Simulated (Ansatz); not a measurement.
Input for Ansatz (a quantum-chemistry and plane-wave program): R-CCSD(T)/def2-SVP on Cl4Te (SMILES Cl[Te](Cl)(Cl)Cl). Elements past Kr take the def2 small-core potentials; no spin–orbit coupling.

Ansatz 0.2 input:
```yaml
crystal:
  periodic: [false, false, false]
  atoms:
    - {symbol: Te, position_ang: [0.00000000, -0.59505840, 0.00000000]}
    - {symbol: Cl, position_ang: [0.00000000, -0.59865303, 2.46311266]}
    - {symbol: Cl, position_ang: [-0.00000000, -0.59865303, -2.46311266]}
    - {symbol: Cl, position_ang: [1.78377760, 0.89623223, 0.00000000]}
    - {symbol: Cl, position_ang: [-1.78377760, 0.89623223, -0.00000000]}
basis:
  gaussian:
    orbitals: def2-SVP
magnetization: {spin_polarized: false}
correlation: {method: ccsd_t, electrons: outside_noble_gas}
scf: {lower_state_search: off}
```

It printed:

```
WARN ansatz: RAYON_NUM_THREADS=4 ignored (pool sized by the plan → 4); use --threads N
Functional definition: HF
these checks for a lower state are left out or cut short: stability, starts, cluster_reference, orbital_swaps, neighbouring_geometries, increment
integrals: 0.12 GiB planned
973 factors; integrals over basis functions are off by at most 4.3e-4 eV
mean field: 0.46 GiB planned
mean field evaluation 1: about -57259.7544 eV, gradient 3.4e1 eV
mean field evaluation 2: about -57260.0944 eV, gradient 3.5e1 eV
mean field evaluation 4: about -57263.8515 eV, gradient 1.8e0 eV
mean field evaluation 8: about -57263.9166 eV, gradient 2.7e-1 eV
mean field evaluation 16: about -57263.9177 eV, gradient 2.2e-6 eV
mean field -57263.91768004 eV, -2104.4101598639 hartree, gradient 2.2e-6 eV, S^2 0.000000; 0 other end points of the search recorded, 0 dependent functions left out
29 core orbitals not correlated
reference -57263.91768004 eV, -2104.4101598639 hartree; 17, 17 occupied and 52, 52 virtual orbitals, 973 factors
second order -17.59756358 eV of doubles, -0.00000000 eV of singles
coupled cluster: 0.24 GiB planned
cycle   1  -18.44884027 eV  change   -8.5e-1 eV  update   1.0e-1
cycle   2  -18.81864082 eV  change   -3.7e-1 eV  update   3.2e-2
cycle   3  -18.91929920 eV  change   -1.0e-1 eV  update   1.9e-2
cycle   4  -18.91505596 eV  change    4.2e-3 eV  update   5.8e-3
cycle   5  -18.91260885 eV  change    2.4e-3 eV  update   3.2e-3
cycle   6  -18.91202972 eV  change    5.8e-4 eV  update   1.3e-3
cycle   7  -18.91187481 eV  change    1.5e-4 eV  update   5.3e-4
cycle   8  -18.91204499 eV  change   -1.7e-4 eV  update   1.8e-4
cycle   9  -18.91209513 eV  change   -5.0e-5 eV  update   7.3e-5
cycle  10  -18.91205776 eV  change    3.7e-5 eV  update   3.0e-5
perturbative correction -0.53217975 eV, -0.0195572452 hartree
Total energy: -57283.36191755 eV, -2105.1247224128 hartree
Checks for a lower state left out: stability, starts, cluster_reference, orbital_swaps, neighbouring_geometries, increment
```

The calculation finished and met its thresholds.

Cost: around 8 core-seconds (rough).
